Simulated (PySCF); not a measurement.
**Running PySCF for AlI⁺**

File input.py (PySCF 2.14):

```python
from pyscf import gto, dft

mol = gto.M(
    atom='Al 0 0 0; I 0 0 2.605',
    basis='3-21g',
    charge=1,
    spin=1,
    verbose=3,
)
mf = dft.UKS(mol, xc='0.5*hf+0.5*b88,lyp')
mf.kernel()
mf.analyze()
print('orbital energies (hartree):', [e[max(0, n-3):n+3].round(4) for e, n in zip(mf.mo_energy, mol.nelec)])
```

```bash
$ OMP_NUM_THREADS=1 python input.py
```

It prints (some set-up lines and the per-cycle HOMO/LUMO lines with their warnings removed):

```
converged SCF energy = -7130.81498750606  <S^2> = 0.76399642  2S+1 = 2.0139478
**** MO energy ****
                             alpha | beta                alpha | beta
[22 lines left out]
MO #23  energy= -3.17484586332049  | -3.17052787769436  occ= 1 | 1
MO #24  energy= -2.42240686874488  | -2.41819944556837  occ= 1 | 1
MO #25  energy= -2.41671202459394  | -2.41342259448482  occ= 1 | 1
MO #26  energy= -2.4167120245938   | -2.41342259448479  occ= 1 | 1
MO #27  energy= -2.40107817404498  | -2.40043134121763  occ= 1 | 1
MO #28  energy= -2.40107717466259  | -2.40043032434753  occ= 1 | 1
MO #29  energy= -0.957408318075742 | -0.935815486377877 occ= 1 | 1
MO #30  energy= -0.661531547041852 | -0.621594787254097 occ= 1 | 1
MO #31  energy= -0.534144013551057 | -0.518444246132085 occ= 1 | 1
MO #32  energy= -0.52520761198329  | -0.518444246132069 occ= 1 | 1
MO #33  energy= -0.525207611983277 | -0.371794046687741 occ= 1 | 0
MO #34  energy= -0.267876024517378 | -0.253131981878129 occ= 0 | 0
MO #35  energy= -0.267876024517369 | -0.253131981878087 occ= 0 | 0
MO #36  energy= -0.18640749399129  | -0.160163958409663 occ= 0 | 0
[8 lines left out]

To work with the spin densities directly, `use mulliken_meta_spin()` only printing them here.

 ** Mulliken spin pop alpha/beta on meta-lowdin orthogonal AOs **
 ** Mulliken Spin Density (per atom)  **
spin density of  0 Al =      0.58587
spin density of  1 I =      0.41413
 ** Mulliken pop alpha/beta on meta-lowdin orthogonal AOs **
 ** Mulliken atomic charges   ( Nelec_alpha | Nelec_beta ) **
charge of  0Al =      0.74947  (     6.41820      5.83233 )
charge of  1I =      0.25053  (    26.58180     26.16767 )

WARN: System has nonzero charge 1; the dipole moment is origin-dependent.
Location of origin: [0. 0. 0.]

Dipole moment(X, Y, Z, Debye):  0.00000, -0.00000,  1.54564
orbital energies (hartree): [array([-0.5341, -0.5252, -0.5252, -0.2679, -0.2679, -0.1864]), array([-0.6216, -0.5184, -0.5184, -0.3718, -0.2531, -0.2531])]
```

In short: E(SCF) = -7130.814988 Eh, ⟨S²⟩ = 0.764.

It ran on Arm Neoverse V1 (1 thread, shared host) in 3.4 s, peak memory 0.22 GiB.

No relativity is included for the heavy element. The basis is very small, so the numbers show the basis as much as the system. The bond length is a typed value, not an optimised one. The dipole of an ion depends on the origin. No search for the lowest solution was made.
